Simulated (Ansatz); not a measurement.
Cartesian coordinates in Å:
```
N 0.4298 -2.8981 -0.4773
C 0.2633 -1.7593 -0.4512
Sn -0.0334 0.3018 -0.4087
Cl -1.9689 0.8059 -1.5010
Cl 1.7388 1.3372 -1.3988
C -0.1771 0.9305 1.5717
N -0.2524 1.2821 2.6653
```

Charge 0, multiplicity 1. Sn takes the def2 core potential.

Q: List the ωB97M-V/def2-TZVPP orbital energies in eV (Ansatz 0.2.0). (Best estimate.)

A: Computed: Occupied: -2773.23, -2773.23, -396.03, -396.03, -283.31, -283.31, -263.60, -263.60, -201.09, -201.09, -200.94, -200.94, -200.94, -200.94, -146.23, -100.81, -100.80, -100.78, -34.52, -34.49, -34.46, -34.31, -34.31, -29.13, -29.10, -26.97, -26.43, -20.31, -17.19, -15.50, -14.57, -13.99, -13.92, -13.38, -13.36, -13.21, -13.20, -12.86, -12.76, -12.72, -12.60. Lowest empty: -0.80, -0.32, 0.34, 1.09, 1.91, 2.50, 2.53, 2.66.
